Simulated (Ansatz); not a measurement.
CH$_{4}$AlNS. Total charge 0; spin multiplicity 1. The bonds changed during the relaxation, so this is another structure than the one it started from. The geometry is a stationary point of PBE0-D4/def2-TZVP. It is one conformer, not always the lowest.

```xyz
8

N     0.768   -1.203   -0.808
C     0.242   -0.114   -0.304
Al   -0.847    0.932    0.961
S     0.482    1.441   -0.906
H     0.578   -2.099   -0.392
H     1.374   -1.181   -1.618
H    -0.187    1.260    2.365
H    -2.410    0.965    0.701
```

(1) What is the dipole moment at B3LYP/def2-TZVPP? (Best estimate.)

(2) And with PBE, r2SCAN, ωB97M-V? (An estimate is asked.)

(3) Give the Mulliken charges with B3LYP, PBE, ωB97M-V in def2-TZVPP. (An estimate is asked.)

## Answers

(1) Computed: 4.33 D, with components (1.70, -3.65, -1.61) D in this frame, pointing from negative to positive charge.

(2) Ansatz gave: PBE 4.40 D, r2SCAN 4.46 D, ωB97M-V 4.37 D.

(3) Ansatz gave: 
```tsv
atom	B3LYP	PBE	ωB97M-V
N1	-0.22	-0.20	-0.18
C2	0.05	0.03	0.02
Al3	0.37	0.28	0.31
S4	-0.22	-0.20	-0.18
H5	0.20	0.21	0.17
H6	0.16	0.17	0.15
H7	-0.17	-0.15	-0.14
H8	-0.17	-0.15	-0.14
```

B3LYP here is the variant with VWN-RPA as its local correlation; programs differ in this.
